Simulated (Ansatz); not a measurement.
Reaction (redistribution): `[SiH3]N([SiH3])[Si]Br` + `F[Si]S` → `S[Si]Br` + `F[Si]N([SiH3])[SiH3]`

Isolated molecules relaxed with PBE0-D4/def2-TZVP in Ansatz; ΔE leaves out vibrations. CCSD(T)/CBS adds triple-zeta CCSD(T) − MP2 to the extrapolated MP2 energy (def2 sets, frozen cores). This one scheme is used for every species. For Br outer-core shells are correlated without core-valence functions, which leaves a few kJ/mol of doubt a bond. Scalar relativity is left out up to krypton. Each species was taken in one conformer, which may not be the lowest.

| species | HF/CBS(def2) energy (Eh) |
| --- | --- |
| `[SiH3]N([SiH3])[Si]Br` | -3497.39785 |
| `F[Si]S` | -786.64062 |
| `S[Si]Br` | -3259.61193 |
| `F[Si]N([SiH3])[SiH3]` | -1024.43426 |

(1) Work out ΔE.

Largest T1 diagnostic among the species: 0.015.

Answers

(1) ΔE = (-3259.61193) + (-1024.43426) − (-3497.39785) − (-786.64062) = -0.00772 Eh = -4.8 kcal/mol. CCSD(T)/CBS gives -3.0 kcal/mol.

Leaving LDA and LC-ωPBE aside and taking each functional with its dispersion term where it has one, the values, not all of them listed here, spread over 1.0 kcal/mol, from B97M-V to revPBE-D4. In def2-TZVPP, CCSD(T) changes the Hartree–Fock value by +1.8 kcal/mol (the triples alone add +0.3 kcal/mol) and MP2 by +1.9 kcal/mol.
